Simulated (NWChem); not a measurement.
Molecule: C$_{4}$H$_{4}$F$_{2}$; SMILES C1CC(F)=C1F

```xyz
10

F      1.6090     0.0000     1.1355
C      0.6673     0.0000     0.1921
C     -0.6673     0.0000     0.1921
F     -1.6090     0.0000     1.1355
C     -0.7895     0.0000    -1.3104
C      0.7895     0.0000    -1.3104
H     -1.2386     0.8948    -1.7548
H     -1.2386    -0.8948    -1.7548
H      1.2386    -0.8948    -1.7548
H      1.2386     0.8948    -1.7548
```
Atoms are numbered in this order, from 1.

Program: NWChem. Structure relaxed at the B3LYP/6-31G* (spherical d) level.

For level PBE0/def2-TZVP:

* **highest occupied level (eV)**: -7.08
* **orbital gap (eV)**: 7.98
* **dipole (D)**: 2.32

Estimate the same quantities for level Hartree-Fock/def2-TZVP.


- highest occupied level (eV): -9.92
- orbital gap (eV): 13.69
- dipole (D): 2.64
